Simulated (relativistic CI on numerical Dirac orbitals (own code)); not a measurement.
d7 in a ligand field

Computed with a parametric ligand-field model of a d^n configuration (Racah B and C, spin-orbit zeta, crystal field), exact diagonalisation.

Field parameters in Wybourne normalisation: Oh B⁴₀ = 21Dq, B⁴₄ = √(5/14) B⁴₀; Td as Oh with Dq negative (B⁴₀ = 21Dq, B⁴₄ = √(5/14) B⁴₀). The field is a parameter set, without covalency.

Question: A d7 ion in Td symmetry has the ground term 4A2 and bands at 4T2 9250 cm⁻¹ (1081 nm), 2E 10630 cm⁻¹ (941 nm), 2T1 11170 cm⁻¹ (895 nm), 4T1 14110 cm⁻¹ (709 nm), 2T2 15438 cm⁻¹ (648 nm), 4T1 22040 cm⁻¹ (454 nm). Which parameters reproduce them?

Answer: B = 560, C = 2230, ζ = 0 cm⁻¹, Td, 10Dq = -9250 cm⁻¹.

Question: Ground term and bands for B = 320, C = 1610, ζ = 0 cm⁻¹, Oh, 10Dq = 32400 cm⁻¹?

Answer: Ground term 2E with 1.01 electrons in the two orbitals of the cubic e set. Spin-allowed: 2T1 30996 cm⁻¹ (323 nm), 2T2 31449 cm⁻¹ (318 nm), 2T1 33419 cm⁻¹ (299 nm), 2T2 39647 cm⁻¹ (252 nm). Lowest spin-forbidden: 4T1 24797 cm⁻¹ (403 nm), 4T2 56341 cm⁻¹ (177 nm), 4T1 60285 cm⁻¹ (166 nm).

Question: A d7 ion in Oh symmetry has the ground term 2E and bands at 4T1 1730 cm⁻¹, 2T1 7788 cm⁻¹ (1284 nm), 2T2 8044 cm⁻¹ (1243 nm), 4T2 9704 cm⁻¹ (1030 nm), 2T1 10210 cm⁻¹ (979 nm), 4T1 14679 cm⁻¹ (681 nm), 2T2 14697 cm⁻¹ (680 nm). Which parameters reproduce them?

Answer: B = 380, C = 1400, ζ = 0 cm⁻¹, Oh, 10Dq = 8700 cm⁻¹.

Question: Ground term and bands for B = 600, C = 2760, ζ = 0 cm⁻¹, Td, 10Dq = -2850 cm⁻¹?

Answer: Ground term 4A2 with 4.00 electrons in the two orbitals of the cubic e set. Spin-allowed: 4T2 2850 cm⁻¹, 4T1 4956 cm⁻¹ (2018 nm), 4T1 12594 cm⁻¹ (794 nm). Lowest spin-forbidden: 2E 11961 cm⁻¹ (836 nm), 2T1 12355 cm⁻¹ (809 nm), 2A1 13530 cm⁻¹ (739 nm). With an A2 ground term the first spin-allowed band lies at |10Dq| itself.

Question: Ground term and bands for B = 430, C = 1870, ζ = 0 cm⁻¹, Td, 10Dq = -2150 cm⁻¹?

Answer: Ground term 4A2 with 4.00 electrons in the two orbitals of the cubic e set. Spin-allowed: 4T2 2150 cm⁻¹, 4T1 3730 cm⁻¹ (2681 nm), 4T1 9170 cm⁻¹ (1091 nm). Lowest spin-forbidden: 2E 8259 cm⁻¹ (1211 nm), 2T1 8558 cm⁻¹ (1169 nm), 2A1 9480 cm⁻¹ (1055 nm). With an A2 ground term the first spin-allowed band lies at |10Dq| itself.
